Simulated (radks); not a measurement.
The numbers below are computed, except where a source is named.
Ionisation of the manganese ion Mn2+, [Ar] 3d5, to [Ar] 3d4 as the strength of local exchange is varied. Code: a radial shooting solver on a logarithmic mesh with Libxc functionals. Model: scalar-relativistic Kohn-Sham, Slater X-alpha exchange (alpha = 2/3 is LDA exchange), no correlation, spin-unpolarised, spherical densities, point nucleus.

alpha  E(Mn2+) (hartree)  exchange (hartree)  IE (eV)  -e of the level emptied (eV)  <r> of it (bohr)
0.602        -1148.64515           -42.52179   29.866                   21.944 (3d)             1.182
0.633        -1150.83815           -44.79470   30.504                   22.496 (3d)             1.170
0.667        -1153.24806           -47.29683   31.215                   23.113 (3d)             1.158
0.92         -1171.33411           -66.21785   36.867                   28.098 (3d)             1.078
0.95         -1173.49657           -68.49656   37.579                   28.735 (3d)             1.070
0.97         -1174.94030           -70.01982   38.058                   29.164 (3d)             1.065
0.985        -1176.02420           -71.16442   38.420                   29.489 (3d)             1.060

NIST Atomic Spectra Database: 33.67 eV (measured). The Delta-SCF value meets it near alpha = 0.78. Spin polarisation and multiplet splitting are left out, so open shells lie too high by an amount that depends on their filling.

Beside tabulated values, note that spin-unpolarised runs miss the spin-polarisation part of the exchange energy of open shells.
